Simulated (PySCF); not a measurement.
Diatomics of Cl with the fifth-period p block

CCSD(T) with triple-zeta basis sets in PySCF, for the lowest determinant that a PBE0 search found; no spin–orbit coupling. De refers to high-spin ground-configuration atoms.

```
 M       basis  reference, frozen orbitals  state (unpaired electrons)  Re (Å)  ωe (cm⁻¹)  De (eV)
In  def2-TZVPP                      RHF, 9      singlet (closed shell)   2.408        323     4.47
Sn  def2-TZVPP                      UHF, 9               doublet (π ↑)   2.366        355     3.74
Sb  def2-TZVPP                      UHF, 9              triplet (π ↑↑)   2.345        373     2.87
Te  def2-TZVPP                      UHF, 9               doublet (π ↑)   2.324        386     2.50
 I  def2-TZVPP                      RHF, 9      singlet (closed shell)   2.331        385     2.17
```

The shortest bond is that of TeCl (2.324 Å), the longest that of InCl (2.408 Å). InCl is bound most strongly (4.47 eV) and ICl least (2.17 eV).

The state changes along the series, so neighbouring rows are not always alike in their bonding.

Correlated steps freeze 9 core orbitals. These are scalar-relativistic numbers at best; spin–orbit coupling would shift them, the dissociation energy most. Where the molecule has an RHF reference, its open-shell atoms are computed with UHF. States were picked by a PBE0 search and need not be the measured ground states.
